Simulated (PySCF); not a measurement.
Species: C6H9OP.
Bonds: C1–C2 (double), C2–P3, P3–O4 (double), P3–C5, C5–C6 (double), P3–C7, C7–C8 (double). Hydrogens: H9, H10 on C1; H11 on C2; H12 on C5; H13, H14 on C6; H15 on C7; H16, H17 on C8.

Torsions of this conformer, `[CH2:1]=[CH:2][P:3](=[O:4])([CH:5]=[CH2:6])[CH:7]=[CH2:8]`: C1–C2–P3–O4 -1°, C2–P3–C5–C6 124°, C2–P3–C7–C8 -125°.

The closed-shell ground state was solved at several levels (PySCF, density fitting, gas phase, non-relativistic). The structure is a single PBE0-D3(BJ)/def2-SVP conformer in the gas phase; no vibrational or solvent corrections.

```tsv
level	basis functions	total energy (Eh)	HOMO (eV)	LUMO (eV)	gap (eV)	dipole (D)
PBE0/STO-3G	53	-642.2480	-2.61	2.77	5.38	2.56
PBE0/6-311+G(2d,p)	278	-650.1888	-7.81	-1.02	6.79	3.49
PBE0/6-31G*	134	-650.0524	-7.45	-0.51	6.94	3.42
PBE0/6-31G	94	-649.8812	-7.26	-0.49	6.77	3.96
HF/pcSseg-1	188	-647.9304	-10.20	2.98	13.18	3.59
```

Problem. What might BHandHLYP/pcSseg-1 (188 basis functions) give for the same quantities?

Solution. Total energy -650.3351 Eh, HOMO -8.85 eV, LUMO 0.23 eV, gap 9.08 eV, dipole 3.49 D.

Problem. Over all these levels, which gives the widest orbital gap and which the narrowest?

Solution. HF/pcSseg-1 (Hartree–Fock, all exact exchange) has the widest, 13.18 eV, and PBE0/STO-3G (global hybrid, 25 % exact exchange) the narrowest, 5.38 eV. Functional and basis both differ between the two, so the spread mixes both effects.

Problem. How much does the basis alone move the frontier levels among the 4 PBE0 rows?

Solution. The HOMO by 5.20 eV and the LUMO by 3.79 eV. By rising basis size (HOMO, LUMO in eV): STO-3G -2.61, 2.77; 6-31G -7.26, -0.49; 6-31G* -7.45, -0.51; 6-311+G(2d,p) -7.81, -1.02.

Problem. How far do the dipole and the HOMO energy spread over the levels?

Solution. The dipole runs from 2.56 to 3.96 D (mean 3.42 D) and the HOMO from -10.20 to -2.61 eV.
